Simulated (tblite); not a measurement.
CH11NSi3.
Structure used (GFN2-xTB), in Å, numbered top down from 1:
```xyz
16
CH11NSi3 angstrom
Si    -2.1641    0.0241    0.4262
C     -0.6410    0.2093   -0.7068
N      0.6498    0.0326   -0.0543
Si     1.2241   -1.5927    0.1283
Si     1.3218    1.4149    0.7472
H     -3.3492    0.2477   -0.4070
H     -2.2095   -1.3226    0.9975
H     -2.1179    1.0197    1.4979
H     -0.6628    1.2010   -1.1704
H     -0.7184   -0.5140   -1.5251
H      0.9928   -2.2677   -1.1528
H      0.5075   -2.3160    1.1886
H      2.6441   -1.5032    0.4469
H      2.7306    1.1193    0.9788
H      1.1419    2.5542   -0.1577
H      0.6428    1.7023    2.0190
```

Calculated harmonic vibrations of the isolated species, GFN2-xTB (tblite), most abundant isotopes, no scaling. Against measured fundamentals such values can be off by several per cent, at times by over 20. Modes of hydrogen on silicon can be 10 to 20 % off. One conformer, not necessarily the lowest.

Task: How many normal modes are there?

Result: 16 atoms, non-linear: 3N − 6 = 42.

Task: What is the point group of the computed structure, and how do the modes divide by symmetry?

Result: Cs. The vibrations span 23 a′ + 19 a″.

Task: How many distinct wavenumbers does the calculation give?

Result: 42: Cs has no degenerate species.

Task: How many fundamentals are allowed in the infrared by symmetry?

Result: 42 of 42: in Cs every mode is allowed. All fundamentals are allowed in the Raman spectrum.

Task: What zero-point energy do the modes add up to?

Result: ½Σν̃ = 23031 cm⁻¹ = 275.5 kJ/mol (42 modes), 155.7 kJ/mol of it from above 1550 cm⁻¹.

Task: What thermal excitation has the softest real mode at 298.15 K?

Result: θ = hcν̃/k = 69 K for 47.8 cm⁻¹, so N1/N0 = 0.79 and ⟨v⟩ = 1/(exp(θ/T) − 1) = 3.9.

The run took 0.43 s on one thread of an Arm Neoverse V2, shared host. This covers the Hessian and the dipole derivatives.
